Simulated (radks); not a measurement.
Q: The mean radii <r> (bohr) of the occupied orbitals of an atom or ion are listed with their occupations. Calculated with a radial shooting solver on a logarithmic mesh with Libxc functionals: Dirac Kohn-Sham, PBE, spin-unpolarised, spherical densities, point nucleus.

orbital  occ.      <r>
1s1/2       2  0.01866
2s1/2       2  0.07833
2p1/2       2  0.06487
2p3/2       4  0.07271
3s1/2       2   0.2043
3p1/2       2   0.1943
3p3/2       4   0.2088
3d3/2       4   0.1829
3d5/2       6   0.1874
4s1/2       2   0.4586
4p1/2       2   0.4644
4p3/2       4   0.4975
4d3/2       4   0.5165
4d5/2       6   0.5279
5s1/2       2    1.102
5p1/2       2    1.222
5p3/2       4    1.329
4f5/2       6   0.6342
4f7/2       8   0.6452
6s1/2       1    3.085
5d3/2       3    2.074

Name the element and its charge. Open shells, if any, fill j = l - 1/2 first.

A: Z = 73, tantalum, charge +1: Ta+ in [Xe] 4f14 5d3 6s1. The 1s radius gives Z: for a bare nucleus <r> = (2 gamma + 1)/(2Z) with gamma = sqrt(1 - (Z/c)^2), 0.01844 bohr for Z = 73, and screening makes it slightly larger (0.01866 here). The occupations add up to 72, and the charge is Z minus that.
